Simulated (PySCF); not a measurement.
AgI, charge -1, doublet, at a GFN2-xTB geometry (such geometries of metal compounds can be far from the true shape) (the multiplicity is a formal guess) (core potentials on Ag, I) (in this run its highest filled SCF level lies above zero, so its values depend strongly on the basis, on diffuse functions most of all). Base run: B3LYP/def2-SVP (PySCF).

The PySCF input:
```python
from pyscf import gto, scf, dft

mol = gto.M(
    atom='''
Ag   -0.000000   -0.000000   -1.613295
I     0.000000    0.000000    1.430658
''',
    basis='def2-svp',
    ecp={'Ag': 'def2-svp', 'I': 'def2-svp'},
    charge=-1,
    spin=1,
    verbose=4,
)

mf = dft.UKS(mol)
mf.xc = 'b3lyp'
mf.kernel()
```

Each row names what was changed in the base input (with any setting that the change needs).

```json
[
 {"change": "base", "ΔE vs base (µEh)": "0.0", "SCF cycles": "12", "<S^2>": "0.752", "outcome": "converged"},
 {"change": "conv_tol = 1e-7", "ΔE vs base (µEh)": "0.0", "SCF cycles": "11", "<S^2>": "0.752", "outcome": "converged"},
 {"change": "init_guess = huckel", "ΔE vs base (µEh)": "0.0", "SCF cycles": "10", "<S^2>": "0.752", "outcome": "converged"},
 {"change": "conv_tol = 1e-4", "ΔE vs base (µEh)": "2.0", "SCF cycles": "8", "<S^2>": "0.751", "outcome": "converged"},
 {"change": "damp = 0.5; diis_start_cycle = 5", "ΔE vs base (µEh)": "0.0", "SCF cycles": "12", "<S^2>": "0.752", "outcome": "converged"},
 {"change": "conv_tol = 1e-12", "ΔE vs base (µEh)": "0.0", "SCF cycles": "14", "<S^2>": "0.752", "outcome": "converged"},
 {"change": "init_guess = mod_huckel", "ΔE vs base (µEh)": "0.0", "SCF cycles": "10", "<S^2>": "0.752", "outcome": "converged"},
 {"change": "diis = off (with mf.max_cycle = 100)", "ΔE vs base (µEh)": "-", "SCF cycles": "100", "<S^2>": "-", "outcome": "not converged"},
 {"change": "level_shift = 0.3 (with mf.max_cycle = 100)", "ΔE vs base (µEh)": "0.0", "SCF cycles": "23", "<S^2>": "0.752", "outcome": "converged"},
 {"change": "conv_tol_grad = 1e-3", "ΔE vs base (µEh)": "0.0", "SCF cycles": "12", "<S^2>": "0.752", "outcome": "converged"},
 {"change": "conv_tol_grad = 1e-7", "ΔE vs base (µEh)": "0.0", "SCF cycles": "15", "<S^2>": "0.752", "outcome": "converged"},
 {"change": "diis_space = 20", "ΔE vs base (µEh)": "0.0", "SCF cycles": "12", "<S^2>": "0.752", "outcome": "converged"},
 {"change": "init_guess = vsap", "ΔE vs base (µEh)": "-", "SCF cycles": "-", "<S^2>": "-", "outcome": "input refused"}
]
```

Open shells are given as the SCF converged; they aren't shown to be the lowest states, and a large step between rows can be another state.

- init_guess = vsap: ended with `AssertionError: ECP or PP not supported`
